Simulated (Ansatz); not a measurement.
AlH$_{5}$O$_{2}$Si (`[OH][Al]([OH])[SiH3]`), 9 atoms. Total charge 0; spin multiplicity 1. All runs use 2 threads of an Arm Neoverse V1 on a shared host. Correlated methods freeze the cores.

Task: Give the basis size and wall time and peak host memory of each of these runs in Ansatz. RKS PBE0-D4/def2-TZVP relaxation (5 steps); RKS PBE0-D4/def2-SVP energy; RKS BHLYP-D4/def2-TZVPP energy; direct RPA on PBE orbitals/def2-TZVPP energy; RKS PBE0-D4/def2-TZVP frequencies; RHF-MP2/def2-QZVPP energy; RKS B3LYP-D4/def2-TZVPP energy and forces; RKS B97M-V/def2-TZVPP energy; RHF-CCSD(T)/def2-TZVPP energy; RHF-CCSD(T)/def2-SVP energy; RKS PBE-QIDH (frozen core)/def2-TZVPP energy; RKS ωB97M-V/def2-QZVPP energy. (Estimate.)

Result: Computed: Other jobs shared the machine, so times are rough.

```csv
level,job,functions,wall time,peak host memory (GiB)
RKS PBE0-D4/def2-SVP,energy,89,1.6 s,0.15
RHF-CCSD(T)/def2-SVP,energy,89,3.3 s,0.27
RKS BHLYP-D4/def2-TZVPP,energy,216,4 s,0.45
RKS B3LYP-D4/def2-TZVPP,energy and forces,216,6 s,0.5
RKS PBE-QIDH (frozen core)/def2-TZVPP,energy,216,6.5 s,0.45
direct RPA on PBE orbitals/def2-TZVPP,energy,216,8 s,0.43
RKS B97M-V/def2-TZVPP,energy,216,12 s,0.31
RKS PBE0-D4/def2-TZVP,relaxation (5 steps),166,23 s,0.34
RHF-MP2/def2-QZVPP,energy,404,24 s,1.7
RKS ωB97M-V/def2-QZVPP,energy,404,27 s,1.3
RHF-CCSD(T)/def2-TZVPP,energy,216,96 s,3
RKS PBE0-D4/def2-TZVP,frequencies,166,2.3 min,0.34
```

B3LYP here is the variant with VWN-RPA as its local correlation; programs differ in this.
